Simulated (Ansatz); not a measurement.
The cluster Li4F4, relaxed as a singlet with RKS PBE-D4/def2-SVP in Ansatz, starting from the GFN2-xTB geometry. Force threshold 0.02 eV/Å.

The structure comes from a short search, and lower isomers may exist.

Start:

```xyz
8

Li    0.783    1.715    0.523
Li   -0.772   -1.721   -0.524
Li    0.161    0.672   -2.194
Li   -0.172   -0.666    2.194
F     0.512    0.825    1.900
F     0.694    1.832   -1.130
F    -0.764   -1.802    1.133
F    -0.441   -0.854   -1.902
```

| step | energy (eV) | largest force component (eV/Å) | SCF passes |
| --- | --- | --- | --- |
| 1 | -11677.6596 | 0.255 | 23 |
| 2 | -11677.6926 | 0.146 | 26 |
| 3 (rejected) | -11677.6865 | 0.291 | 25 |
| 4 | -11677.7152 | 0.044 | 26 |
| 5 | -11677.7235 | 0.010 | 26 |
| 6 | -11677.7240 | 0.004 | 26 |

Force components are those of the run's own axes.

End:

```csv
atom,x (Å),y (Å),z (Å)
Li1,0.853,1.876,0.607
Li2,-0.853,-1.875,-0.607
Li3,0.145,0.602,-2.054
Li4,-0.145,-0.602,2.054
F5,0.524,0.944,1.974
F6,0.742,1.838,-1.075
F7,-0.740,-1.839,1.075
F8,-0.525,-0.944,-1.974
```

By distances, no bond broke or formed. The bond that changes most is Li2–F7, from 1.66 to 1.69 Å (atoms count from 1). The end is the same structure that another start reached, the lowest one found.

The force fell under the threshold at step 5, but the optimiser went on. No frequencies were taken in this run, so the end may be a saddle point.

Hardware: 4 threads of Arm Neoverse V2 on a shared host. Wall time 6.5 s.
